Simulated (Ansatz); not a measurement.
**Relative stability**

Two isomers of H₂SeSO, singlet, relaxed at PBE0-D4/def2-TZVP (vibrations not checked).

A:

O1  (-1.216, -1.571, 0.053)
Se2  (0.281, -0.068, -1.317)
S3  (1.599, 0.764, 0.003)
H4  (-1.546, -0.964, 0.724)
H5  (-0.576, -2.137, 0.498)
(Å)

B:

S1  (-1.040, -1.351, -0.001)
O2  (1.538, 0.375, 0.336)
Se3  (-0.021, 0.138, 1.197)
H4  (-1.708, -0.529, -0.833)
H5  (1.391, 1.038, -0.348)
(Å)

Computed with Ansatz 0.2.0 (basis: def2-TZVPP); correlated methods freeze the cores. Filled d shells of the heavier atoms are correlated. The def2 sets are not built for correlating such inner shells, so the correlated values are less sure here. B3LYP uses VWN-RPA correlation.

(1) Which structure is lower at CCSD(T), and by how much? (To be estimated.)

T1 diagnostic: at most 0.015. The restricted Hartree–Fock reference is unstable towards an unrestricted one at one or more of these structures.

## Answers

(1) Computed: B, by 15.50 kcal/mol (electronic energy, against the other). By their contacts, A is a complex of H₂O + SeS and B is H₂SeSO ([OH][Se][SH]).

All methods give the same order:

```json
{"method": "PBE-D4", "E(B) − E(A) (kcal/mol)": "-17.54"}
{"method": "r2SCAN-D4", "E(B) − E(A) (kcal/mol)": "-19.21"}
{"method": "PBE0-D4", "E(B) − E(A) (kcal/mol)": "-19.62"}
{"method": "B3LYP-D4", "E(B) − E(A) (kcal/mol)": "-16.70"}
{"method": "wB97M-V", "E(B) − E(A) (kcal/mol)": "-18.94"}
{"method": "HF", "E(B) − E(A) (kcal/mol)": "-20.24"}
{"method": "MP2", "E(B) − E(A) (kcal/mol)": "-15.48"}
{"method": "CCSD", "E(B) − E(A) (kcal/mol)": "-17.04"}
{"method": "CCSD(T)", "E(B) − E(A) (kcal/mol)": "-15.50"}
```

Labels in which every atom is bracketed show which atoms are joined, not bond orders.
